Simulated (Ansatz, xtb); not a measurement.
## Relative energy of two conformers of H7OSbSi2

We compare a, `[SiH3]O[SiH2][SbH2]`, a singlet, with b, `[SiH3]O[SiH2][SbH2]`, a singlet. Both are isolated molecules in the gas phase, relaxed with PBE0-D3(BJ)/def2-SVP.

a (Å):

```xyz
11

O    -2.1705   -0.8173    0.3908
Sb   -0.5732   -3.3103    2.3999
Si   -0.9877    0.2554   -0.0624
Si   -2.5894   -1.9479    1.5312
H     0.3152   -0.4519   -0.2428
H    -0.8223    1.3169    0.9762
H    -1.4015    0.8789   -1.3499
H    -3.5794   -2.8799    0.9172
H    -3.2274   -1.2712    2.7029
H     0.3015   -1.8503    2.6314
H     0.0204   -3.4569    0.7966
```

b (Å):

```xyz
11

O    -1.6613   -0.1713    0.4825
Sb    0.0433   -3.2316    0.8598
Si   -0.1797   -0.6602    1.0566
Si   -3.2639   -0.5876    0.4060
H     0.8769   -0.0240    0.2165
H    -0.0150   -0.2011    2.4694
H    -3.8596    0.0201   -0.8160
H    -3.3935   -2.0776    0.3381
H    -3.9874   -0.0946    1.6151
H     1.5196   -3.1240    1.7316
H    -0.8415   -3.4405    2.3161
```

Question: Estimate which is lower in electronic energy at CCSD(T)/def2-SVP + ΔMP2/def2-TZVPP, and by roughly how much.

Answer: Too close to call at this level: CCSD(T)/def2-SVP + ΔMP2/def2-TZVPP gives E(b) − E(a) = +0.018 eV.

The same difference at several levels:

| level | geometry | E(b) − E(a) (eV) | departure from the last row (eV) | job, with rough time for the two |
| --- | --- | --- | --- | --- |
| PBE0-D3(BJ)/def2-SVP | PBE0-D3(BJ)/def2-SVP | +0.022 | +0.004 | optimisation, 4 min |
| HF/def2-SVP | PBE0-D3(BJ)/def2-SVP | +0.006 | −0.011 | part of the CCSD(T) run |
| MP2/def2-SVP | PBE0-D3(BJ)/def2-SVP | +0.021 | +0.003 | part of the CCSD(T) run |
| CCSD(T)/def2-SVP | PBE0-D3(BJ)/def2-SVP | +0.018 | +0.001 | single point |
| CCSD(T)/def2-SVP + ΔMP2/def2-TZVPP | PBE0-D3(BJ)/def2-SVP | +0.018 |  | single point, 63 s |

The largest departure from CCSD(T)/def2-SVP + ΔMP2/def2-TZVPP is that of HF/def2-SVP, 0.011 eV. Levels run at GFN2-xTB geometries aren't shown. The last row adds to CCSD(T) the change of the MP2 difference between the two basis sets, here −0.001 eV.

With harmonic frequencies from PBE0-D3(BJ)/def2-SVP (ideal gas, rigid rotor, one conformer each, 298.15 K, 1 atm): on the last row, ΔE + ΔZPE = +0.015 eV. A mode under 50 cm⁻¹ makes harmonic enthalpies and free energies unreliable, so none is given.

The correlated steps freeze 15 core orbitals; the filled d shell of Sb is correlated, in a basis made for valence electrons. Atoms past krypton carry core potentials in the def2 sets and no spin–orbit term is included. Codes used: Ansatz 0.2.0; the last row on 2 threads of Intel(R) Xeon(R) Platinum 8259CL CPU @ 2.50GHz (Skylake/Cascade Lake) on a shared host.
